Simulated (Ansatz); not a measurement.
System: CH5OSi, charge 0, doublet. CH5OSi (SMILES OC[SiH2], doublet).
B3LYP-D3(BJ)/def2-TZVP minimum from Ansatz (a program for electronic structure):
```xyz
8

Si     1.0865    -0.3229    -0.2806
C     -0.7478     0.1651    -0.3358
O     -1.1552     0.5813     0.9685
H      1.3124    -1.4561     0.6537
H      1.5184    -0.6971    -1.6547
H     -0.8917     0.9584    -1.0801
H     -1.3241    -0.7075    -0.6767
H     -2.0968     0.7823     0.9522
```
Charge 0, spin multiplicity 2.

Wanted: atomisation energy (electronic, to ground-state atoms), in kcal/mol. Radicals and triplets start from unrestricted determinants; spin-orbit coupling is neglected. CBS(X,Y): correlation extrapolated as X^-3, Hartree-Fock from the larger set. A bracket is a step between two methods taken in the basis named. Functionals run without relativity, which enters their misses. Double hybrids freeze cores in their MP2 part. 'core' is core correlation in cc-pwCVTZ (1s frozen past Ne), 'X2C' scalar relativity in cc-pVTZ-DK, both at CCSD(T). Where a partner has so few electrons that a lower coupled-cluster level is exact, that level stands in.

CCSD(T)/CBS(cc-pV(T+d)Z,cc-pV(Q+d)Z) + [CCSDT(Q) - CCSD(T)]/cc-pV(D+d)Z + core + X2C (Ansatz) gives 622.5 kcal/mol.

**Question.** What does PBE/def2-TZVPD (Ansatz) give here, and how do the other levels compare?

**Answer.** PBE gives 627.1 kcal/mol, 4.6 kcal/mol above it. Differences of the others: PBE0/def2-TZVPD (Ansatz) -5.5; wB97M-V/def2-TZVPD (Ansatz) -1.8; B2PLYP/def2-TZVPD (Ansatz) -11.1; CCSD(T)/CBS(cc-pV(T+d)Z,cc-pV(Q+d)Z) + core + X2C (Ansatz) -0.6 kcal/mol. Nearer than PBE: wB97M-V/def2-TZVPD, CCSD(T)/CBS(cc-pV(T+d)Z,cc-pV(Q+d)Z) + core + X2C.
